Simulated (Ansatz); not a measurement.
Geometry optimisation, RKS PBE/def2-SVP (Ansatz 0.2.0).

input.yaml

```yaml
crystal:
  periodic: [false, false, false]
  atoms:
    - { symbol: Mg, position_ang: [-0.055117, -0.809477, 0.690915] }
    - { symbol: O, position_ang: [0.305066, -0.632653, -2.642487] }
    - { symbol: C, position_ang: [-0.168295, -2.655601, 1.670537] }
    - { symbol: H, position_ang: [0.065915, 0.18602, -2.164561] }
    - { symbol: O, position_ang: [0.05419, 1.049666, -0.070786] }
    - { symbol: Si, position_ang: [-0.167754, 2.686881, -0.068816] }
    - { symbol: H, position_ang: [1.269819, -0.527382, -2.740818] }
    - { symbol: H, position_ang: [-0.387981, -2.529373, 2.751015] }
    - { symbol: H, position_ang: [0.782636, -3.221078, 1.581704] }
    - { symbol: H, position_ang: [-0.972, -3.282452, 1.230987] }
    - { symbol: H, position_ang: [-0.113483, 3.287521, 1.319858] }
    - { symbol: H, position_ang: [0.894037, 3.377783, -0.895063] }
    - { symbol: H, position_ang: [-1.507035, 3.070146, -0.662584] }
basis:
  gaussian: { orbitals: def2-SVP }
hamiltonian:
  xc: pbe
relax:
  f_tol: 0.03
  max_steps: 50
```

Run as:

```bash
$ ansatz run input.yaml --threads 2 --pin off --max-ram 3072MiB --backend cpu --events-out ev --progress --plain --runs-dir out
```

Q: Where does it end, and by what steps?

A: The forces met the threshold. After 10 steps the energy has fallen by 0.847 eV; O2 moved furthest, 0.68 Å. Joined: Mg1–O2.

| step | energy less start (eV) | largest force component (eV/Å) | accepted |
| --- | --- | --- | --- |
| 0 | 0.0000 | 1.676 | yes |
| 1 | -0.2267 | 0.773 | yes |
| 2 | -0.4595 | 0.859 | yes |
| 3 | -0.7004 | 0.587 | yes |
| 4 | -0.7924 | 0.773 | yes |
| 5 | -0.8240 | 0.615 | yes |
| 6 | -0.8325 | 0.276 | yes |
| 7 | -0.8344 | 0.195 | yes |
| 8 | -0.8442 | 0.182 | yes |
| 9 | -0.8461 | 0.064 | yes |
| 10 | -0.8467 | 0.014 | yes |

```xyz
13
Properties=species:S:1:pos:R:3
Mg -0.025 -0.821 0.092
O 0.287 -0.835 -1.988
C -0.127 -2.439 1.426
H 0.286 0.165 -1.828
O -0.017 1.035 -0.353
Si -0.211 2.652 -0.043
H 1.062 -1.060 -2.533
H -0.361 -2.118 2.463
H 0.830 -3.003 1.471
H -0.912 -3.168 1.127
H -0.129 2.960 1.436
H 0.861 3.466 -0.733
H -1.544 3.165 -0.537
```

Whether the end is a true minimum wasn't checked by a vibrational analysis.

Time of the run: 33 s on 2 threads of Arm Neoverse V1 (shared host), peak memory 0.16 GiB.
